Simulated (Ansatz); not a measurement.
Harmonic frequencies (cm⁻¹) at PBE0-D4/def2-TZVP from Ansatz: 153, 172, 267, 292, 429, 561, 775, 795, 862, 955, 2319, 3912.

Each molecule was computed in one conformer, which needn't be the lowest.

Task: Which molecule is it?
A. `O[SiH](Cl)Br`
B. `F[SiH]([SiH3])Cl`
C. `[SiH3][SiH2]Cl`
D. `F[SiH2]I`

Result: A.
